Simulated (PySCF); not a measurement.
Orbital levels and atomic charges: 2x2x8 MgS rock-salt block (Mg16S16)

System: 2x2x8 MgS rock-salt block (Mg16S16).

Cartesian coordinates (Å):
```
  1 Mg   -1.046   -1.049   -8.446
  2 S    -1.396   -1.400   -6.042
  3 Mg   -1.061   -1.060   -3.615
  4 S    -1.422   -1.423   -1.206
  5 Mg   -1.060   -1.062    1.215
  6 S    -1.413   -1.412    3.643
  7 Mg   -1.083   -1.083    6.132
  8 S    -1.349   -1.348    8.599
  9 S    -1.350    1.348   -8.600
 10 Mg   -1.082    1.082   -6.132
 11 S    -1.414    1.413   -3.643
 12 Mg   -1.062    1.060   -1.216
 13 S    -1.423    1.421    1.206
 14 Mg   -1.061    1.061    3.615
 15 S    -1.399    1.398    6.044
 16 Mg   -1.048    1.047    8.447
 17 S     1.350   -1.349   -8.599
 18 Mg    1.085   -1.082   -6.131
 19 S     1.413   -1.413   -3.642
 20 Mg    1.061   -1.061   -1.215
 21 S     1.422   -1.422    1.206
 22 Mg    1.060   -1.058    3.616
 23 S     1.398   -1.399    6.043
 24 Mg    1.046   -1.047    8.447
 25 Mg    1.047    1.046   -8.448
 26 S     1.399    1.400   -6.045
 27 Mg    1.059    1.060   -3.616
 28 S     1.421    1.421   -1.207
 29 Mg    1.061    1.061    1.215
 30 S     1.413    1.415    3.642
 31 Mg    1.083    1.083    6.131
 32 S     1.350    1.351    8.600
```

Method: PBE0/6-31G*, gas phase, PySCF, fitting set def2-universal-JFIT up to Ne and JKFIT beyond, grid level 1.

(1) Give the orbital energies near the gap.

(2) Give the partial charges of the non-hydrogen atoms.

Answers

(1) 
```json
{"orbital": "HOMO-4", "eV": "-7.04"}
{"orbital": "HOMO-3", "eV": "-6.90"}
{"orbital": "HOMO-2", "eV": "-6.81"}
{"orbital": "HOMO-1", "eV": "-6.81"}
{"orbital": "HOMO", "eV": "-6.70"}
{"orbital": "LUMO", "eV": "-2.27"}
{"orbital": "LUMO+1", "eV": "-2.23"}
{"orbital": "LUMO+2", "eV": "-1.61"}
{"orbital": "LUMO+3", "eV": "-1.61"}
```

(2) 
| atom | Mulliken | IAO | Hirshfeld |
| --- | --- | --- | --- |
| Mg1 | 0.39 | 1.43 | 0.47 |
| S2 | -0.39 | -1.46 | -0.37 |
| Mg3 | 0.36 | 1.44 | 0.35 |
| S4 | -0.36 | -1.44 | -0.36 |
| Mg5 | 0.37 | 1.44 | 0.35 |
| S6 | -0.39 | -1.44 | -0.37 |
| Mg7 | 0.39 | 1.42 | 0.36 |
| S8 | -0.35 | -1.39 | -0.44 |
| S9 | -0.35 | -1.39 | -0.44 |
| Mg10 | 0.39 | 1.42 | 0.36 |
| S11 | -0.39 | -1.44 | -0.37 |
| Mg12 | 0.37 | 1.44 | 0.35 |
| S13 | -0.36 | -1.44 | -0.36 |
| Mg14 | 0.36 | 1.44 | 0.35 |
| S15 | -0.39 | -1.46 | -0.37 |
| Mg16 | 0.39 | 1.43 | 0.47 |
| S17 | -0.35 | -1.39 | -0.44 |
| Mg18 | 0.39 | 1.42 | 0.36 |
| S19 | -0.39 | -1.44 | -0.37 |
| Mg20 | 0.37 | 1.44 | 0.35 |
| S21 | -0.36 | -1.44 | -0.36 |
| Mg22 | 0.36 | 1.44 | 0.35 |
| S23 | -0.39 | -1.46 | -0.37 |
| Mg24 | 0.39 | 1.43 | 0.47 |
| Mg25 | 0.39 | 1.43 | 0.47 |
| S26 | -0.39 | -1.46 | -0.37 |
| Mg27 | 0.36 | 1.44 | 0.35 |
| S28 | -0.36 | -1.44 | -0.36 |
| Mg29 | 0.37 | 1.44 | 0.35 |
| S30 | -0.39 | -1.44 | -0.37 |
| Mg31 | 0.39 | 1.42 | 0.36 |
| S32 | -0.36 | -1.39 | -0.44 |
